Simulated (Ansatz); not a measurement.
Reaction (silylene formation by 1,1-elimination): `CO[Si@@H](N)[Si@@H](N)OC` → `CO[SiH2]N` + `CO[Si]N`

Calculated with Ansatz (gas phase, PBE0-D4/def2-TZVP geometries, no zero-point term in ΔE). CBS: MP2 limit from def2 TZ/QZ plus the TZ coupled-cluster correction, frozen cores. This one scheme is used for every species. DFT in def2-TZVPP. B3LYP here is the variant with VWN-RPA as its local correlation; programs differ in this. One conformer a species, not always the lowest.

`CO[Si@@H](N)[Si@@H](N)OC`:

```xyz
20

C    -1.091   -1.680   -2.387
O    -1.400   -1.588   -1.017
Si   -0.292   -1.133    0.123
N    -0.894   -1.367    1.710
Si    0.292    1.133   -0.123
N     0.894    1.367   -1.710
O     1.400    1.588    1.017
C     1.091    1.680    2.387
H    -1.973   -2.051   -2.913
H    -0.817   -0.705   -2.806
H    -0.265   -2.381   -2.566
H     0.900   -2.026   -0.022
H    -1.007   -2.303    2.067
H    -1.626   -0.767    2.057
H    -0.900    2.026    0.022
H     1.007    2.303   -2.067
H     1.626    0.767   -2.057
H     0.265    2.381    2.566
H     0.817    0.705    2.806
H     1.973    2.051    2.913
```

`CO[SiH2]N`:

Cartesian coordinates in Å:
```
C -0.894 -0.075 -1.479
O -0.843 -0.764 -0.255
Si 0.433 -0.651 0.776
N 0.756 0.896 1.419
H -0.932 1.010 -1.328
H -0.027 -0.306 -2.111
H -1.797 -0.381 -2.011
H 1.677 -1.036 0.055
H 0.069 -1.581 1.866
H 1.411 1.529 0.993
H 0.149 1.359 2.074
```

`CO[Si]N`:

Cartesian coordinates in Å:
```
C 1.229 -0.104 1.185
O 0.143 0.201 0.343
Si -0.261 -0.727 -0.973
N -1.601 0.194 -1.487
H 1.938 0.728 1.185
H 1.759 -1.010 0.864
H 0.871 -0.256 2.206
H -2.145 -0.057 -2.296
H -1.932 1.030 -1.027
```

(1) Is it downhill or uphill in electronic energy at CCSD(T)/CBS, and by how much? (An estimate is asked.)

(2) What do these levels give: PBE0-D4, B3LYP-D4, ωB97X-V, PBE, PBE0, B3LYP, HF/def2-TZVPP, SCS-MP2/def2-TZVPP, CCSD(T)/def2-TZVPP, MP2/def2-QZVPP, MP2/CBS(def2), CCSD/CBS(def2)? (Best estimate.)

Largest T1 diagnostic among the species: 0.013.

Results:

(1) Ansatz gave: Uphill: ΔE = +101.6 kJ/mol.

(2) Computed: PBE0-D4 118.8, B3LYP-D4 99.5, ωB97X-V 112.5, PBE 93.5, PBE0 104.3, B3LYP 75.2, HF/def2-TZVPP 80.1, SCS-MP2/def2-TZVPP 94.8, CCSD(T)/def2-TZVPP 98.5, MP2/def2-QZVPP 105.8, MP2/CBS(def2) 107.6, CCSD/CBS(def2) 98.5 kJ/mol.

From PBE to PBE0 (25 % exact exchange), in def2-TZVPP and without D4, ΔE moves by +10.8 kJ/mol. The D4 term adds +24.3 kJ/mol with B3LYP and +14.5 kJ/mol with PBE0; it sums over pairs of atoms, weighted by their polarisabilities, and B3LYP, whose exchange is more repulsive, gets the larger term. In def2-TZVPP, CCSD(T) changes the Hartree–Fock value by +18.4 kJ/mol (the triples alone add +3.1 kJ/mol) and MP2 by +24.5 kJ/mol.
